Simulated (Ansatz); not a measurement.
Reaction (ligand exchange at the Si–S bond): `F[SiH](F)S` + `O[SiH2]F` → `F[SiH2]O[SiH](F)F` + H₂S

Computed with Ansatz on PBE0-D4/def2-TZVP structures; ΔE is electronic, products minus reactants. CBS: MP2 limit from def2 TZ/QZ plus the TZ coupled-cluster correction, frozen cores. This one scheme is used for every species. Functionals use def2-TZVPP. Each species was taken in one conformer, which may not be the lowest.

```tsv
level	ΔE (kJ/mol)
CAM-B3LYP-D4	-83.0
ωB97X-V	-73.4
r2SCANh	-71.9
BHLYP	-85.8
MP2/def2-SVP	-76.4
CCSD/def2-TZVPP	-83.6
MP2/def2-QZVPP	-76.0
MP2/CBS(def2)	-74.0
```

**Question.** What does CCSD(T)/CBS give? (An estimate is asked.)

**Answer.** Computed: -77.4 kJ/mol. The listed levels differ from it by -5.6, 4.0, 5.5, -8.4, 1.0, -6.2, 1.4, 3.4 kJ/mol.

Largest T1 diagnostic among the species: 0.012.

From BLYP to BHLYP (50 % exact exchange), in def2-TZVPP and without D4, ΔE moves by −15.3 kJ/mol. Leaving LDA and LC-ωPBE aside and taking each functional with its dispersion term where it has one, the values, not all of them listed here, spread over 30.6 kJ/mol, from BHLYP-D4 to revPBE-D4. LDA lies −4.7 kJ/mol from PBE without D4. In def2-TZVPP, CCSD(T) changes the Hartree–Fock value by +18.5 kJ/mol (the triples alone add +4.0 kJ/mol) and MP2 by +21.9 kJ/mol.
